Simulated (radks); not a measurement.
Values are calculated unless marked as measured or tabulated.
Question: These are the eigenvalues of the occupied orbitals of an atom or ion with whole-number occupations (hartree). Level of theory: scalar-relativistic Kohn-Sham, r2SCAN, spin-polarised, spherical densities, finite nucleus; meta-GGA in the generalised Kohn-Sham scheme; Fermi nuclear charge, rms radius of each element as measured or else 0.836 A^(1/3) + 0.57 fm (a radial shooting solver on a logarithmic mesh with Libxc functionals).

orbital  eigenvalue
1s down   -977.9837
1s up     -977.9836
2s up     -146.8649
2s down   -146.8529
2p up     -131.8091
2p down   -131.8002
3s up     -28.66910
3s down   -28.66636
3p up     -23.69261
3p down   -23.68852
3d up     -15.92398
3d down   -15.91507
4s up      -5.32465
4s down    -5.28527
4p up      -3.85194
4p down    -3.81149
4d up      -1.71542
4d down    -1.67641

Which element is it, and in what charge state? The configuration may be excited. Open shells, if any, are filled with parallel spins first.

Answer: Z = 48, cadmium, charge +3: Cd3+ in [Kr] 4d9. The list shows which subshells hold electrons but not how many an open one holds; the 1s level, -977.98 hartree, gives Z - s = 44.2 by -(Z - s)^2/2, which with screening and relativity narrows Z to a few neighbours, and the depths of the outer levels then fix element, charge and occupations together.
